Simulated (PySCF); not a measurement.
**`C=C/C=C(\C)C(=O)F`, C$_{6}$H$_{7}$FO**

Geometry:
| atom | x (Å) | y (Å) | z (Å) |
| --- | --- | --- | --- |
| C1 | 1.348 | -0.351 | 2.411 |
| C2 | 0.781 | -0.569 | 1.224 |
| C3 | 0.140 | 0.478 | 0.478 |
| C4 | -0.459 | 0.324 | -0.723 |
| C5 | -0.556 | -0.973 | -1.470 |
| C6 | -1.070 | 1.465 | -1.394 |
| O7 | -1.646 | 1.504 | -2.432 |
| F8 | -0.930 | 2.635 | -0.687 |
| H9 | 1.348 | 0.628 | 2.862 |
| H10 | 1.829 | -1.138 | 2.967 |
| H11 | 0.795 | -1.558 | 0.790 |
| H12 | 0.153 | 1.457 | 0.938 |
| H13 | 0.430 | -1.297 | -1.802 |
| H14 | -1.188 | -0.842 | -2.344 |
| H15 | -0.979 | -1.754 | -0.842 |

Method used: GIAO mPW1PW91/6-311G** magnetisability, rotational g tensor and spin-rotation constants, non-relativistic, gas phase in PySCF 2.14.0. Geometry: GFN2-xTB.

Q: How diamagnetic is it, and how anisotropic?

A: Isotropic -1006 × 10⁻³⁰ J/T², or -60.6 × 10⁻⁶ cm³/mol; principal values -1305, -868, -846 × 10⁻³⁰ J/T², anisotropy 448 × 10⁻³⁰ J/T² (root of half the summed squared differences of the principal values). The susceptibility is in cgs units.

Q: Split it along the inertial axes a, b, c into diamagnetic and paramagnetic parts about the centre of mass, with the quadrupole moment.

A: 
| axis | χ (10⁻⁶ cm³/mol) | diamagnetic (10⁻⁶ cm³/mol) | paramagnetic (10⁻⁶ cm³/mol) | summed x² of all electrons (Å²) | quadrupole Θ (D Å) |
| --- | --- | --- | --- | --- | --- |
| a | -51.3 | -394.5 | 343.2 | 236.8 | -2.97 |
| b | -51.9 | -1053.1 | 1001.2 | 81.5 | +3.98 |
| c | -78.6 | -1350.5 | 1271.9 | 11.5 | -1.02 |

Anisotropies 2χaa − χbb − χcc = +27.8 and 2χbb − χaa − χcc = +26.1 × 10⁻⁶ cm³/mol. Θ is traceless in Buckingham's convention.

Q: And the rotational g tensor?

A: 
| axis | rotational constant (GHz) | g | nuclear part | electronic part |
| --- | --- | --- | --- | --- |
| a | 4.0046 | -0.0558 | 0.5900 | -0.6457 |
| b | 1.2061 | -0.0188 | 0.5485 | -0.5673 |
| c | 0.9323 | -0.0015 | 0.5555 | -0.5571 |

Asymmetric top; isotopes 12C, 19F, 1H, 16O; no vibrational averaging.
